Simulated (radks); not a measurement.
Values are calculated unless marked as measured or tabulated.
Task: Cr+, configuration [Ar] 3d5 (the NIST ground configuration). Code: a radial shooting solver on a logarithmic mesh with Libxc functionals. Model: scalar-relativistic Kohn-Sham, PBE, spin-unpolarised, spherical densities, point nucleus. Some entries of the table are withheld. Estimate them.

| orbital | occ. | eigenvalue (Ry) | <1/r> (bohr^-1) | r(max) (bohr) |
|---|---|---|---|---|
| 1s | 2 | (1) | 23.88 | 0.04161 |
| 2s | 2 | -49.53260 | 5.052 | 0.2434 |
| 2p | 6 | -41.71055 | 4.952 | (2) |
| 3s | 2 | -5.95221 | 1.562 | 0.7774 |
| 3p | 6 | -3.85684 | (3) | 0.7991 |
| 4s | 0 | (4) | 0.4215 | 2.582 |
| 3d | 5 | -0.72577 | 0.9913 | 0.8425 |
| 4p | 0 | -0.44099 | (5) | 3.281 |

Result: 
(1) 1s eigenvalue (Ry): -432.7608
(2) 2p r(max) (bohr): 0.1977
(3) 3p <1/r> (bohr^-1): 1.421
(4) 4s eigenvalue (Ry): -0.73144
(5) 4p <1/r> (bohr^-1): 0.3244
